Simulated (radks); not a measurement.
The numbers below are computed, except where a source is named.
Question: Orbital eigenvalues (eV) of neutral bromine, [Ar] 3d10 4s2 4p5, of relativity; Dirac values are averaged over j with weights 2j + 1. Spin-unpolarised spherical Kohn-Sham, BLYP, point nucleus unless stated (finite: rms radius 4.1629 fm), a radial shooting solver on a logarithmic mesh with Libxc functionals. A level marked "c x" has the speed of light scaled by that factor and shares open shells by 2j + 1; other Dirac levels either fill j = l - 1/2 first or share by 2j + 1.

shell  non-rel.
1s       -13091
2s      -1681.8
2p      -1516.3
3s      -229.30
3p      -171.43
3d      -68.229
4s      -19.306
4p      -7.7418

Give the values at the level "Dirac, 2j+1 shares, finite nucleus".

Answer: 
shell  Dirac, 2j+1 shares, finite nucleus  change of magnitude (%)
1s                                 -13316                    +1.72
2s                                -1732.5                    +3.01
2p                                -1528.7                    +0.82
3s                                -237.62                    +3.63
3p                                -173.25                    +1.07
3d                                -66.571                    -2.43
4s                                -20.024                    +3.72
4p                                -7.7139                    -0.36
